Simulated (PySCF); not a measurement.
C2H5ClSi2, SMILES C#C[Si@@H]([SiH3])Cl. The structure is a stationary point at PBE-D3(BJ)/def2-SVP. The structure was generated by enumeration; whether it is a known compound was not checked.

Computed equilibrium geometry at PBE-D3(BJ)/def2-SVP (PySCF confirms it by a frequency run) as Cartesian coordinates in Å:
```xyz
10

C      2.2722     1.9408    -0.2270
C      1.4766     1.0534     0.0742
Si     0.2240    -0.2077     0.5204
Si    -1.9205     0.7447     0.4079
Cl     0.2856    -1.7808    -0.8583
H      2.9786     2.7173    -0.4922
H      0.5569    -0.7677     1.8729
H     -2.1503     1.2410    -0.9923
H     -2.9540    -0.2934     0.7501
H     -2.0283     1.8941     1.3738
```
Charge 0, spin multiplicity 1.
